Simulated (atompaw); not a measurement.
**u(r) = r·R(r): atom against pseudo-atom (Ba)**

Columns: radius, all-electron u(r) and pseudo u(r) of the 5p shell (level -18.11 eV) of barium in the configuration [Kr] 4d10 5s2 5p6 5d0.5 6s1.5 6p0; PBE, scalar-relativistic, PAW (atompaw) scheme, atompaw 4.2.0.5.

| r (bohr) | all-electron | pseudo |
| --- | --- | --- |
| 0.115 | 0.0170 | 0.0084 |
| 0.231 | 0.2665 | 0.0334 |
| 0.346 | -0.0408 | 0.0735 |
| 0.462 | -0.3445 | 0.1276 |
| 0.577 | -0.4224 | 0.1921 |
| 0.692 | -0.3115 | 0.2647 |
| 0.808 | -0.1009 | 0.3428 |
| 0.923 | 0.1324 | 0.4216 |
| 1.038 | 0.3473 | 0.4982 |
| 1.154 | 0.5259 | 0.5701 |
| 1.269 | 0.6593 | 0.6329 |
| 1.385 | 0.7519 | 0.6854 |
| 1.500 | 0.8070 | 0.7248 |
| 1.615 | 0.8318 | 0.7504 |
| 1.731 | 0.8323 | 0.7620 |
| 1.846 | 0.8145 | 0.7596 |
| 1.962 | 0.7832 | 0.7443 |
| 2.077 | 0.7430 | 0.7181 |
| 2.192 | 0.6972 | 0.6830 |
| 2.308 | 0.6480 | 0.6410 |
| 2.423 | 0.5982 | 0.5954 |
| 2.538 | 0.5489 | 0.5480 |
| 2.654 | 0.5007 | 0.5005 |
| 2.769 | 0.4551 | 0.4551 |
| 2.885 | 0.4118 | 0.4118 |
| 3.000 | 0.3718 | 0.3718 |

Q: How many radial nodes do the two functions have?

A: The all-electron 5p function has n − l − 1 = 3 (the table is too coarse to show those close to the nucleus); the pseudo-wave has 0, since the states of the same l below it are removed with the core.

Q: Is the pseudo-wave norm-conserving?

A: No, it belongs to a PAW set: the norm inside the radius is not constrained, and the difference is carried by the augmentation charge.
